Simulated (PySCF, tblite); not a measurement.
Parent: `[CH3:1][CH:2]([CH3:3])[P:4]([CH3:5])[CH:6]([CH3:7])[CH3:8]` with C1–C2–P4–C5 167°, C2–P4–C6–C7 179°, C7H17P.

Computed geometry: GFN2-xTB, gas phase. One conformer each, not checked by frequencies here.

| coordinate of the parent | value |
| --- | --- |
| C1–C2 | 1.525 Å |
| C2–C3 | 1.527 Å |
| C2–P4 | 1.883 Å |
| P4–C5 | 1.854 Å |
| P4–C6 | 1.885 Å |
| C6–C7 | 1.528 Å |
| C6–C8 | 1.524 Å |
| C1–C2–C3 | 110.0° |
| C1–C2–P4 | 110.5° |
| C3–C2–P4 | 108.2° |
| C2–P4–C5 | 98.3° |
| C2–P4–C6 | 101.4° |
| C5–P4–C6 | 100.4° |
| P4–C6–C7 | 107.9° |
| P4–C6–C8 | 116.9° |
| C7–C6–C8 | 110.7° |

**Question.** How does the shared frame change in `[CH3:1][CH:2]([CH3:3])[P:4]([CH3:5])(=[O:6])[CH:7]([CH3:8])[CH3:9]` with C1–C2–P4–C5 56°, C2–P4–C7–C8 -62°, C7H17OP? Atoms pair as C1 = C8, C2 = C7, C3 = C9, P4 = P4, C5 = C5, C6 = C2, C7 = C3, C8 = C1 (parent first).

**Answer.** 
```tsv
parent	relative	value in the relative	change
C1–C2	C8–C7	1.522 Å	-0.003
C2–C3	C7–C9	1.523 Å	-0.004
C2–P4	C7–P4	1.861 Å	-0.022
P4–C5	P4–C5	1.838 Å	-0.016
P4–C6	P4–C2	1.859 Å	-0.026
C6–C7	C2–C3	1.524 Å	-0.004
C6–C8	C2–C1	1.521 Å	-0.003
C1–C2–C3	C8–C7–C9	111.0°	+1.0
C1–C2–P4	C8–C7–P4	108.0°	-2.5
C3–C2–P4	C9–C7–P4	107.1°	-1.1
C2–P4–C5	C7–P4–C5	105.5°	+7.2
C2–P4–C6	C7–P4–C2	107.3°	+5.9
C5–P4–C6	C5–P4–C2	106.5°	+6.1
P4–C6–C7	P4–C2–C3	107.4°	-0.5
P4–C6–C8	P4–C2–C1	114.6°	-2.3
C7–C6–C8	C3–C2–C1	112.0°	+1.3
```

Of the parent's bonds, P4–C6 changes most (-0.026 Å). Bonds of the relative outside the shared frame: P4=O6 1.469 Å. Point group C1 → C1.
